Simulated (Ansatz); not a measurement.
Input and output for Al$_{2}$F$_{6}$, SMILES `[F][Al-]1([F])[F+][Al-]([F])([F])[F+]1`.

```yaml
crystal:
  periodic: [false, false, false]
  atoms:
    - {symbol: F, position_ang: [2.698762, -0.755059, 0.665041]}
    - {symbol: Al, position_ang: [0.892021, -0.902390, 0.859060]}
    - {symbol: F, position_ang: [0.082403, -2.058272, 2.013230]}
    - {symbol: F, position_ang: [0.025681, 0.914200, 0.933645]}
    - {symbol: Al, position_ang: [-0.892034, 0.902374, -0.859056]}
    - {symbol: F, position_ang: [-2.698800, 0.755257, -0.665124]}
    - {symbol: F, position_ang: [-0.082217, 2.058145, -2.013201]}
    - {symbol: F, position_ang: [-0.025805, -0.914264, -0.933584]}
basis:
  gaussian: {orbitals: "6-31++G**", final_grid: {core_spheres: 5, valence_spheres: 4, degree: 11}, nuclear_model: gaussian}
hamiltonian: {xc: {name: wB97}}
```

```sh
$ ansatz run in.yaml --threads 4 --pin off --events-out ev --progress --plain --max-ram 11315MiB
```

It prints (some lines left out):

```
Functional definition: wB97
1366 factors; their error is unknown
494 factors; integrals over basis functions are off by at most 2.1e-5 eV
mean field evaluation 1: about -29495.4644 eV, gradient 7.5e1 eV
mean field evaluation 2: about -29492.2925 eV, gradient 9.5e1 eV
mean field evaluation 4: about -29504.8074 eV, gradient 2.9e0 eV
mean field evaluation 8: about -29504.7924 eV, gradient 1.4e-1 eV
mean field evaluation 16: about -29504.7005 eV, gradient 7.6e-5 eV
mean field -29504.70049417 eV, -1084.2777441565 hartree, gradient 7.6e-5 eV, S^2 0.000000; 0 other end points of the search recorded, 0 dependent functions left out
reference -29504.70048135 eV, -1084.2777436853 hartree; 40, 40 occupied and 120, 120 virtual orbitals, 1366 factors
Total energy: -29504.70048135 eV, -1084.2777436853 hartree
```

Run time 1.3 s (4 threads of an Arm Neoverse V2 on a shared host); peak host memory 0.52 GiB.
